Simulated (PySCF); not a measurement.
Radial density of La⁻ (lanthanum, charge -1)

UHF, [Xe] 5d2 6s2, high-spin 3F determinant. Calculation: PySCF 2.14, in def2-QZVPPD with the def2 core potential (46 electrons); a scalar-relativistic core potential. This is the valence pseudo-density: the core potential removes the inner electrons and smooths the orbitals near the nucleus.

```csv
r (bohr),4πr²ρ (e/bohr),4πr²(ρα − ρβ)
0.0527,1.626e-05,0.0000
0.0887,4.154e-05,0.0000
0.149,0.0001069,0.0000
0.251,0.0005020,0.0000
0.422,0.007688,0.0000
0.710,0.2993,0.0027
1.19,4.716,0.0975
2.01,4.987,0.6692
3.38,1.086,0.6400
5.68,0.4026,0.1438
9.56,0.1244,-0.0609
16.1,0.002313,-0.0018
```

Energies and moments cover only the electrons outside the core potential. Spin-orbit coupling, absent here, splits the open shell strongly. ⟨S²⟩ = 2.16 against 2.00 shows spin contamination. At UHF the highest occupied level has a positive energy, so only the finite basis holds that electron.

Q: Where is the radial spin density 4πr²(ρα − ρβ) most negative, and why is it negative at all?

A: Around r = 9.56 bohr, down to -0.0609 e/bohr: exchange with the open shell polarises the paired shells in an unrestricted calculation.
